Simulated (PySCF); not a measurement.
Unrelated species, one level of theory. Theory: PySCF, TDDFT CAM-B3LYP/def2-SVPD, vertical, gas phase, core orbitals frozen in the response. Geometries: GFN2-xTB; one conformer of each isolated species. Triplets are in the Tamm–Dancoff approximation. 'Strongest' means the level of largest summed f among the lowest 8 singlets; it needn't be the same kind of state in each.

**Question.** Rank by computed lowest singlet excitation energy, highest first.
A. `[SiH3][Si@H](C)[SiH2][SiH2]Cl`
B. `[SiH3][SiH2]C[SiH2][SiH2]Cl`
C. `[C@H]([SiH2]Cl)([SiH2][SiH3])[SiH3]`
D. `[H]/N=C/[SiH2]C1CCC1`
E. `C[Si@]([SiH3])(Cl)[SiH2][SiH3]`
F. `ClC(C)(C)[SiH3]`
G. `CN[C@H]1C=CC[SiH2]1`

**Answer.** C (7.32 eV), F (6.82 eV), B (6.43 eV), A (6.23 eV), E (5.95 eV), G (5.59 eV), D (4.39 eV).

| SMILES | S1 (eV) | f (S1) | first f ≥ 0.01 (nm) | T1 (eV) | α (au) | strongest (eV) | S1 mainly |
| --- | --- | --- | --- | --- | --- | --- | --- |
| [SiH3][SiH2][C@@H]([SiH3])[SiH2]Cl | 7.32 | 0.022 | 169 | 6.47 | 132.2 | 7.72 | H→L (74%) |
| CC(C)([SiH3])Cl | 6.82 | 0.016 | 182 | 6.14 | 78.1 | 8.19 | H→L+1 (60%) |
| [SiH3][SiH2]C[SiH2][SiH2]Cl | 6.43 | 0.011 | 193 | 5.78 | 135.0 | 7.16 | H→L (87%) |
| C[Si@@H]([SiH3])[SiH2][SiH2]Cl | 6.23 | 0.074 | 199 | 5.54 | 140.5 | 7.30 | H→L (68%) |
| C[Si@]([SiH3])(Cl)[SiH2][SiH3] | 5.95 | 0.299 | 208 | 5.11 | 145.2 | 5.95 | H→L (82%) |
| CN[C@H]1C=CC[SiH2]1 | 5.59 | 0.023 | 222 | 4.43 | 91.5 | 7.13 | H→L (58%) |
| [H]/N=C/[SiH2]C1CCC1 | 4.39 | 0.002 | 172 | 3.57 | 89.6 | 7.83 | H→L (94%) |

H and L stand for HOMO and LUMO.

Mean S1 by what the SMILES shows (count): single bonds only 6.55 eV (5); a double or triple bond but no aromatic ring 4.99 eV (2).

- `[SiH3][SiH2][C@@H]([SiH3])[SiH2]Cl`: Löwdin shares by element: HOMO silicon 53% or more, carbon 12%, chlorine 6% (atoms not listed hold the other 29%); LUMO silicon 42% or more, carbon 8% (atoms not listed hold the other 50%).
- `CC(C)([SiH3])Cl`: Löwdin shares by element: HOMO chlorine 49%, carbon 21% or more, silicon 14% (atoms not listed hold the other 16%); LUMO silicon 27%, carbon 22% or more, hydrogen 7% or more (atoms not listed hold the other 45%).
- `[SiH3][SiH2]C[SiH2][SiH2]Cl`: Löwdin shares by element: HOMO silicon 40% or more, chlorine 27%, carbon 7% (atoms not listed hold the other 26%); LUMO silicon 50% or more, chlorine 18%, hydrogen 7% or more (atoms not listed hold the other 26%).
- `C[Si@@H]([SiH3])[SiH2][SiH2]Cl`: Löwdin shares by element: HOMO silicon 70% (atoms not listed hold the other 30%); LUMO silicon 58% or more, chlorine 10% (atoms not listed hold the other 32%).
- `C[Si@]([SiH3])(Cl)[SiH2][SiH3]`: Löwdin shares by element: HOMO silicon 57% or more, chlorine 21% (atoms not listed hold the other 22%); LUMO silicon 74% (atoms not listed hold the other 26%).
- `CN[C@H]1C=CC[SiH2]1`: Löwdin shares by element: HOMO nitrogen 50%, carbon 26% or more (atoms not listed hold the other 24%); LUMO carbon 31% or more, silicon 20% (atoms not listed hold the other 49%).
- `[H]/N=C/[SiH2]C1CCC1`: Löwdin shares by element: HOMO nitrogen 45%, carbon 21% or more, silicon 9%, hydrogen 8% or more (atoms not listed hold the other 17%); LUMO nitrogen 36%, carbon 36% or more, silicon 12%, hydrogen 6% or more.

Without π bonds the low states are Rydberg-like; a valence basis with one diffuse set may place them up to an eV too high.
